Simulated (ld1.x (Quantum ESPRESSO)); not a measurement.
# Logarithmic derivatives: Rb, TM

- Element: Rb (Z = 37)
- Generator: ld1.x (Quantum ESPRESSO) 7.5
- Type: norm-conserving Troullier–Martins (Kleinman–Bylander form)
- Functional: LDA (PZ)
- Relativity: scalar-relativistic
- Frozen core: [Ar] 3d10
- Valence charge: 9
- Reference configuration: 4s2 4p6 4d0 5s0 5p0 (charge +1)
- Partial waves: 4p (bound): rc 2.05 bohr; 4d (bound, empty): rc 3.15 bohr; 4s (bound): rc 2.35 bohr
- Local potential: the s channel
- Core correction: a·sin(br)/r model core inside 1.60 bohr

The phase is arctan(r·u′/u) with u = r·R(r), unwrapped; energies in Ry, scanned from -5 to 5 Ry. A pole is an energy at which the radial function vanishes at the test radius. The pseudo phase is shifted by a multiple of π to meet the all-electron one at the reference energy, and phase errors are pseudo minus all-electron; the curves can meet again beyond the range given. Levels narrower than the energy grid can be missing from the lists of poles.

**Question.** For each channel, where are the poles, and over which energies does the pseudopotential scatter like the atom?

**Answer.**

```tsv
channel	radius (bohr)	reference energy (Ry)	poles, all-electron	poles, pseudo	unbroken range about the reference energy with phases within 0.05 rad	phase error 1 Ry above the reference energy (rad)
s	3.39	-2.78	-2.75, 1.38	-2.75, 0.74, 4.91	below -1.0	-0.006
p	3.39	-1.60	-1.50, 2.23	-1.51, 1.64	below -0.4	-0.024
d	3.39	-0.28	0.31, 3.90	0.33, 4.59	below 1.1	+0.016
```

Phases in the d channel:

```
E (Ry)  all-electron  pseudo
 -5.00         1.434   1.434
 -4.74         1.429   1.430
 -4.48         1.425   1.425
 -4.22         1.420   1.420
 -3.96         1.415   1.415
 -3.70         1.409   1.409
 -3.44         1.402   1.402
 -3.18         1.394   1.394
 -2.92         1.385   1.385
 -2.66         1.375   1.375
 -2.40         1.362   1.362
 -2.14         1.347   1.347
 -1.88         1.327   1.328
 -1.62         1.301   1.302
 -1.36         1.264   1.265
 -1.10         1.207   1.209
 -0.84         1.103   1.105
 -0.58         0.839   0.842
 -0.32        -0.202  -0.202
 -0.06        -1.237  -1.235
  0.20        -1.509  -1.503
  0.46        -1.632  -1.623
  0.72        -1.722  -1.705
  0.98        -1.815  -1.784
  1.24        -1.947  -1.882
  1.50        -2.208  -2.039
  1.76        -2.914  -2.368
  2.02        -3.900  -3.153
  2.28        -4.302  -3.955
  2.54        -4.466  -4.290
  2.80        -4.553  -4.442
  3.06        -4.609  -4.526
  3.32        -4.649  -4.581
  3.58        -4.681  -4.620
  3.84        -4.707  -4.650
  4.10        -4.731  -4.675
  4.36        -4.754  -4.696
  4.62        -4.778  -4.714
  4.88        -4.804  -4.732
```
